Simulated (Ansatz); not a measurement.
Start from `[SiH3]N([SiH3])[Si]S` and change one atom or group to get `N[Si]N([SiH3])[SiH3]`.

Ansatz, PBE0-D4/def2-TZVP geometries, multiplicity 1. Each molecule was computed in one conformer, which needn't be the lowest.

```tsv
property	`[SiH3]N([SiH3])[Si]S`
ideal-gas entropy at 298 K and 1 bar (rigid rotor, harmonic PBE0-D4/def2-TZVP) / J/(mol·K)	401
HOMO–LUMO gap (B3LYP/def2-TZVPP) / eV	4.75
HOMO–LUMO gap (PBE0/def2-TZVPP) / eV	5.08
LUMO energy (PBE0/def2-TZVPP) / eV	-1.79
HOMO energy (PBE0/def2-TZVPP) / eV	-6.87
size of the dipole moment (PBE/def2-TZVPP) / D	1.79
```

What does the change do to each property? (An estimate is asked.)

Computed: 
| property | `N[Si]N([SiH3])[SiH3]` | shift |
| --- | --- | --- |
| ideal-gas entropy at 298 K and 1 bar (rigid rotor, harmonic PBE0-D4/def2-TZVP) / J/(mol·K) | 388 | -13 |
| HOMO–LUMO gap (B3LYP/def2-TZVPP) / eV | 5.30 | 0.55 |
| HOMO–LUMO gap (PBE0/def2-TZVPP) / eV | 5.65 | 0.57 |
| LUMO energy (PBE0/def2-TZVPP) / eV | -0.96 | 0.83 |
| HOMO energy (PBE0/def2-TZVPP) / eV | -6.61 | 0.26 |
| size of the dipole moment (PBE/def2-TZVPP) / D | 1.82 | 0.03 |

With PBE0 the HOMO rises by 0.26 eV and the LUMO rises by 0.83 eV, so the gap widens by about 0.57 eV. PBE moves the HOMO by 0.29 eV and ωB97M-V by 0.20 eV. The zero-point energy changes by 44.0 kJ/mol with +3 modes. Dipoles are sizes alone; their direction can turn. Modes under 60 cm⁻¹, often nearly free rotors, make the harmonic entropy too high.

B3LYP here is the variant with VWN-RPA as its local correlation; programs differ in this.
